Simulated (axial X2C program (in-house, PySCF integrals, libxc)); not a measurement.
Outer orbitals of KGe at 3.066 Å, PBE

Computed with an in-house relativistic program for diatomic molecules. Spin-free means the one-electron spin-free X2C Hamiltonian; two-component (2c) means X2C with spin–orbit coupling and atomic mean-field two-electron Coulomb and Gaunt terms, so the difference of the two also holds small scalar two-electron terms. Basis: Ge dyall-cv3z [9s9p7d4f1g], K dyall-cv3z [11s12p6d3f] (cores contracted in-house); Gaussian nuclei, density fitting, unrestricted open shells. Masses: Ge 73.921 u, K 38.964 u.

The distance is close to the 2c PBE0 minimum; the highest filled and lowest empty levels are listed.

Spin-free orbitals, state M_S = 3/2, Λ = 0 (beyond evenly filled blocks: σα, π+α, π-α) (Löwdin shares):

```tsv
symmetry	occupied	ε (eV)	atomic character
σα	yes	-26.86	100% Ge d
π-α	yes	-26.85	100% Ge d
π+α	yes	-26.85	100% Ge d
δ-α	yes	-26.82	100% Ge d
δ+α	yes	-26.82	100% Ge d
σβ	yes	-26.70	100% Ge d
π-β	yes	-26.68	100% Ge d
π+β	yes	-26.68	100% Ge d
δ-β	yes	-26.64	100% Ge d
δ+β	yes	-26.64	100% Ge d
π-α	yes	-19.20	100% K p
π+α	yes	-19.20	100% K p
σα	yes	-19.18	99% K p
π-β	yes	-19.14	100% K p
π+β	yes	-19.14	100% K p
σβ	yes	-19.08	99% K p
σα	yes	-10.39	83% Ge s, 7% K p, 6% K d
σβ	yes	-8.71	83% Ge s, 7% K p, 6% K d
σα	yes	-3.45	74% Ge p, 20% K s, 2% K d
π-α	yes	-3.04	85% Ge p, 8% K d, 7% K p
π+α	yes	-3.04	85% Ge p, 8% K d, 7% K p
σβ	no	-2.13	51% K s, 43% Ge p, 3% K p
σα	no	-1.99	61% K s, 24% K p, 12% Ge p
π-β	no	-1.35	78% Ge p, 12% K p, 10% K d
π+β	no	-1.35	78% Ge p, 12% K p, 10% K d
```

Spinors with spin–orbit coupling (state Ω = 3/2):

```json
{"ω": "-1/2", "occupied": "yes", "ε (eV)": "-27.12", "atomic character": "100% Ge d", "λ mixture": "72% π, 28% σ"}
{"ω": "-3/2", "occupied": "yes", "ε (eV)": "-27.12", "atomic character": "100% Ge d", "λ mixture": "87% δ, 13% π"}
{"ω": "1/2", "occupied": "yes", "ε (eV)": "-27.09", "atomic character": "100% Ge d", "λ mixture": "58% σ, 42% π"}
{"ω": "3/2", "occupied": "yes", "ε (eV)": "-27.02", "atomic character": "100% Ge d", "λ mixture": "62% δ, 38% π"}
{"ω": "5/2", "occupied": "yes", "ε (eV)": "-26.62", "atomic character": "100% Ge d", "λ mixture": "100% δ"}
{"ω": "3/2", "occupied": "yes", "ε (eV)": "-26.59", "atomic character": "100% Ge d", "λ mixture": "62% π, 38% δ"}
{"ω": "1/2", "occupied": "yes", "ε (eV)": "-26.58", "atomic character": "100% Ge d", "λ mixture": "58% π, 42% σ"}
{"ω": "-1/2", "occupied": "yes", "ε (eV)": "-26.55", "atomic character": "100% Ge d", "λ mixture": "72% σ, 28% π"}
{"ω": "-3/2", "occupied": "yes", "ε (eV)": "-26.50", "atomic character": "100% Ge d", "λ mixture": "87% π, 13% δ"}
{"ω": "-5/2", "occupied": "yes", "ε (eV)": "-26.44", "atomic character": "100% Ge d", "λ mixture": "100% δ"}
{"ω": "-1/2", "occupied": "yes", "ε (eV)": "-19.33", "atomic character": "100% K p", "λ mixture": "83% π, 17% σ"}
{"ω": "1/2", "occupied": "yes", "ε (eV)": "-19.31", "atomic character": "100% K p", "λ mixture": "58% π, 42% σ"}
{"ω": "3/2", "occupied": "yes", "ε (eV)": "-19.11", "atomic character": "100% K p", "λ mixture": "100% π"}
{"ω": "1/2", "occupied": "yes", "ε (eV)": "-19.07", "atomic character": "99% K p", "λ mixture": "58% σ, 42% π"}
{"ω": "-3/2", "occupied": "yes", "ε (eV)": "-19.05", "atomic character": "100% K p", "λ mixture": "100% π"}
{"ω": "-1/2", "occupied": "yes", "ε (eV)": "-19.02", "atomic character": "99% K p", "λ mixture": "83% σ, 17% π"}
{"ω": "1/2", "occupied": "yes", "ε (eV)": "-10.39", "atomic character": "83% Ge s, 7% K p, 6% K d", "λ mixture": "100% σ"}
{"ω": "-1/2", "occupied": "yes", "ε (eV)": "-8.72", "atomic character": "83% Ge s, 7% K p, 6% K d", "λ mixture": "100% σ"}
{"ω": "1/2", "occupied": "yes", "ε (eV)": "-3.45", "atomic character": "74% Ge p, 20% K s, 2% K d", "λ mixture": "100% σ"}
{"ω": "-1/2", "occupied": "yes", "ε (eV)": "-3.09", "atomic character": "85% Ge p, 8% K d, 7% K p", "λ mixture": "100% π"}
{"ω": "3/2", "occupied": "yes", "ε (eV)": "-2.99", "atomic character": "84% Ge p, 8% K d, 7% K p", "λ mixture": "100% π"}
{"ω": "-1/2", "occupied": "no", "ε (eV)": "-2.13", "atomic character": "51% K s, 43% Ge p, 3% K p", "λ mixture": "100% σ"}
{"ω": "1/2", "occupied": "no", "ε (eV)": "-1.99", "atomic character": "61% K s, 24% K p, 12% Ge p", "λ mixture": "100% σ"}
{"ω": "1/2", "occupied": "no", "ε (eV)": "-1.40", "atomic character": "78% Ge p, 12% K p, 9% K d", "λ mixture": "100% π"}
{"ω": "-3/2", "occupied": "no", "ε (eV)": "-1.31", "atomic character": "77% Ge p, 13% K p, 10% K d", "λ mixture": "100% π"}
```

Problem. How does the gap between the highest filled and lowest empty level change from the spin-free to the 2c table?

Solution. From 0.91 to 0.86 eV at PBE, a change of -0.05 eV.

Mulliken charges and populations of the two-component result (they depend on the basis, above all on diffuse functions):

Ge -0.57 e (s 7.98 p 14.58 d 10.01), K 0.57 e (s 6.21 p 12.09 d 0.12). ⟨Lz⟩ = 0.00 ħ and ⟨Sz⟩ = 1.50 ħ (1.29 and 0.20 on the two atoms), which add up to Ω.

The state is one determinant whose occupation by symmetry is held fixed; it was picked as the lowest of a PBE0 search that is not exhaustive. Density functionals use the spin component along the axis (collinear). PBE0 can misorder states that lie within some tenths of an eV, so this need not be the ground state of the molecule. The nearest other spin-free determinant of the search, M_S = 1/2, Λ = 1, lies 0.85 eV up at the distance of the search. With several unpaired electrons one determinant need not be a pure state. This is the top spin component of a Σ state; components of lower Ω are not single determinants and can lie lower.
